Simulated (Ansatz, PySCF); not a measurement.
CH7ClGeSi, SMILES Cl[SiH2][CH2][GeH3].

Coordinates come from a B3LYP-D3(BJ)/def2-SVP optimisation. This is a generated structure with no PubChem entry under its InChIKey; it may be hypothetical. The values are those of a single conformer.

Vertical ionisation energy (IE) and electron affinity (EA) in eV. Rows of orbital energies are one-electron estimates. Where ΔSCF, EOM or ADC give a negative EA the extra electron is unbound and the value depends on the basis.

| level | IE | EA |
|---|---|---|
| −ε(HOMO), −ε(LUMO), M06-2X/def2-TZVP (PySCF) | 9.77 | -0.93 |
| −ε(HOMO), −ε(LUMO), PBE/def2-TZVP (PySCF) | 7.36 | 0.75 |
| ΔSCF, CAM-B3LYP/def2-SVPD (Ansatz), final states of multiplicity 2 and 2 | 10.77 | -1.34 |
| ΔSCF, PBE/def2-SVPD (Ansatz), final states of multiplicity 2 and 2 | … | … |

Task: Some entries are withheld; supply them. (An estimate is asked for; the answer gives what the named calculation found.)

Result: 
- ΔSCF, PBE/def2-SVPD (Ansatz, a first-principles code), final states of multiplicity 2 and 2, IE: 10.09
- ΔSCF, PBE/def2-SVPD (Ansatz), final states of multiplicity 2 and 2, EA: -0.94

Task: What vertical singlet–triplet gap does ΔSCF give with CAM-B3LYP/def2-SVPD (Ansatz) and with PBE/def2-SVPD (Ansatz)? (An estimate is asked for; the answer gives what the named calculation found.)

Result: 7.32 and 6.37 eV (triplet above singlet where positive).
